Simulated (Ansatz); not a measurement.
C3H9Ge, charge +2, doublet, geometry from GFN2-xTB of the parent state (a state made from the parent by changing its charge; the spin is typed, not shown lowest); PBE0/def2-SV(P) (Ansatz, a first-principles code).

Ansatz was given this input:
Ansatz 0.2 input:
```yaml
crystal:
  periodic: [false, false, false]
  atoms:
    - {symbol: C, position_ang: [2.24179960, 0.95467985, -0.30867039]}
    - {symbol: C, position_ang: [1.59912706, -0.22662882, 0.25093381]}
    - {symbol: C, position_ang: [0.60594374, -0.20521044, 1.20547533]}
    - {symbol: Ge, position_ang: [-1.02886502, -0.15190208, -0.23707568]}
    - {symbol: H, position_ang: [3.30600160, 0.91695911, -0.05305008]}
    - {symbol: H, position_ang: [1.82214256, 1.88668458, 0.06494793]}
    - {symbol: H, position_ang: [2.22196757, 0.92946703, -1.40174215]}
    - {symbol: H, position_ang: [1.93871457, -1.18624272, -0.12979799]}
    - {symbol: H, position_ang: [0.38988272, -1.11917883, 1.75162660]}
    - {symbol: H, position_ang: [0.44296562, 0.71536734, 1.76117375]}
    - {symbol: H, position_ang: [-0.86239139, -1.33011980, -1.14172615]}
    - {symbol: H, position_ang: [-0.87414516, 1.17737129, -0.90595940]}
    - {symbol: H, position_ang: [-2.14267976, -0.26648479, 0.75451655]}
basis:
  gaussian:
    orbitals: def2-SV_P_.json
hamiltonian:
  xc: pbe0
total_charge: 2
magnetization: {spin_polarized: false, initial_magnetization: 1}
```
The basis file holds def2-SV(P) in the JSON format of the Basis Set Exchange.

What the program printed (banner, timings and long lists left out):

```
Functional definition: PBE0
1042 factors; integrals over basis functions are off by at most 9.1e-4 eV
mean field evaluation 1: about -59700.4105 eV, gradient 1.0e2 eV
mean field evaluation 2: about -59700.6192 eV, gradient 1.0e2 eV
mean field evaluation 4: about -59725.1645 eV, gradient 3.3e1 eV
mean field evaluation 8: about -59729.8689 eV, gradient 5.4e0 eV
mean field evaluation 16: about -59729.9850 eV, gradient 5.4e-2 eV
mean field evaluation 32: about -59729.9850 eV, gradient 2.8e-6 eV
mean field evaluation 64: about -59699.8692 eV, gradient 7.3e1 eV
mean field evaluation 96: about -59728.2074 eV, gradient 5.9e0 eV
mean field -59729.98498511 eV, -2195.0364617648 hartree, gradient 2.8e-6 eV, S^2 0.750000; 9 other end points of the search recorded, 0 dependent functions left out
reference -59729.98501176 eV, -2195.0364627440 hartree; 29, 28 occupied and 63, 64 virtual orbitals, 1042 factors
Total energy: -59729.98501176 eV, -2195.0364627440 hartree
```
